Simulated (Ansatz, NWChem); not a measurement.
## C2H6Se (dimethyl selenide): a line through the functionals

C2H6Se has 9 atoms, charge 0, and is taken as a singlet. As SMILES, `C[Se]C`. The shape is that of a PBE0-D4/def2-TZVP optimisation.

The HOMO–LUMO gap y, in eV, basis cc-pVDZ; a is the functional's share of exact exchange. Programs: Ansatz 0.2.0, NWChem 7.3.0.

| functional | program | a | y (eV) |
| --- | --- | --- | --- |
| revPBE | Ansatz | 0 | 4.63 |
| TPSS | NWChem | 0 | 4.86 |
| B3LYP | Ansatz | 0.2 | 6.23 |
| PBE0 | Ansatz | 0.25 | 6.73 |
| r2SCAN0 | Ansatz | 0.25 | ? |
| BHLYP | Ansatz | 0.5 | 8.75 |

Problem. Fit y = c + s·a to the known rows and predict r2SCAN0.

Solution. 
1. Means of the 5 rows: a = 0.1900, y = 6.240.
2. Σ(Δa)² = 0.172, Σ(Δa·Δy) = 1.3755, so the slope is 1.3755/0.172 = 7.9971.
3. Intercept: 6.240 − (7.9971) × 0.1900 = 4.721. The largest residual of the fit is 0.14.
4. r2SCAN0: 4.721 + (7.9971) × 0.25 = 6.72 eV.

The run gave 7.05 eV, so the prediction is off by -0.33 eV, more than the scatter of the fit. Exact exchange lowers occupied levels and raises empty ones. The rows mix families of semi-local functionals, which the line can't see.
